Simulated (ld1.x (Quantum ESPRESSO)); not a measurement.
# What one change does to a pseudopotential (mercury (Hg), RRKJ)

```
Element                 : Hg
Generator               : ld1.x (Quantum ESPRESSO) 7.5
Type                    : norm-conserving RRKJ (Kleinman–Bylander form)
Functional              : PBE
Relativity              : scalar-relativistic
Frozen core             : [Kr] 4d10 4f14 5s2
Valence charge          : 18
Reference configuration : 5p6 5d10 6s2 6p0
Partial waves           : 5p (bound): rc 1.85 bohr; 5d (bound): rc 1.65 bohr; 6s (bound): rc 2.20 bohr
Local potential         : the s channel
Core correction         : none
```

Change: wave 5p (bound): rc 1.85 bohr becomes 5p (bound): rc 2.82 bohr.

Cutoffs: the cutoffs (Ry, on a coarse ladder) from which the occupation-weighted sum of valence levels, in a spherical-Bessel basis at the reference potential, stays within 10 and 1 mRy of its value at 400 Ry; they do not see the model core or the augmentation charge, which bear on the density cutoff. Errors are all-electron minus pseudo energies relative to the spin-unpolarised reference configuration.

How do hardness, ghosts and transferability respond?

The potential gets neither clearly harder nor softer (45 Ry and 70 Ry → 45 Ry and 70 Ry); the d channel sets the loose cutoff, while the largest relative change is in p, which becomes softer; the number of tests that count goes from 6 to 7; of the 6 tests that both files solve, the error grows in 6 and shrinks in 0 by more than 15 % and 0.3 meV (median size 64.1 → 120.6 meV); neither file shows a bound ghost at the reference potential, the only one tested. More of the atom is replaced by a form fitted at one configuration, so other configurations suffer.

| quantity | base | changed |
| --- | --- | --- |
| cutoff, loose | 45 Ry | 45 Ry |
| cutoff, tight | 70 Ry | 70 Ry |
| loose cutoff by channel (10 mRy a level) | p 30 Ry, d 40 Ry, s 8 Ry | p 18 Ry, d 40 Ry, s 8 Ry |
| bound ghosts | none | none |
| tests counted (converged, no solver errors) | 6 of 7 | 7 of 7 |
| error for 5p6 5d10 6s1 6p0, meV [ΔE 10.69 eV] | -11 | -16 |
| error for 5p6 5d10 6s0 6p0, meV [ΔE 29.66 eV] | -47 | -82 |
| error for 5p6 5d9 6s0 6p0, meV [ΔE 65.19 eV] | -81 | -159 |
| error for 5p6 5d10 6s1.5 6p0, meV [ΔE 4.36 eV] | -3.0 | -3.9 |
| error for 5p6 5d9 6s2 6p1, meV [ΔE 10.37 eV] | -782 | -1191 |
| error for 5p6 5d8 6s0 6p0, meV [ΔE 114.95 eV] | -249 | -385 |

Base: Tests not counted: 5p6 5d10 6s1 6p1 (pseudo-atom not self-consistent, printed error -588 meV). ld1.x printed “convergence not achieved” for 3 of the counted tests; their residual had stalled under 1e-8, short of the target of 1e-14. Changed file: These tests converged, but a pseudo level misses the all-electron one widely, so the file describes the atom poorly there or has found another state: 5p6 5d10 6s0 6p0: empty 6p by 2.3 eV; 5p6 5d9 6s0 6p0: empty 6p by 3.6 eV; 5p6 5d8 6s0 6p0: empty 6p by 4.9 eV (a node warning on the way). ld1.x printed “convergence not achieved” for 3 of the counted tests; their residual had stalled under 1e-8, short of the target of 1e-14.
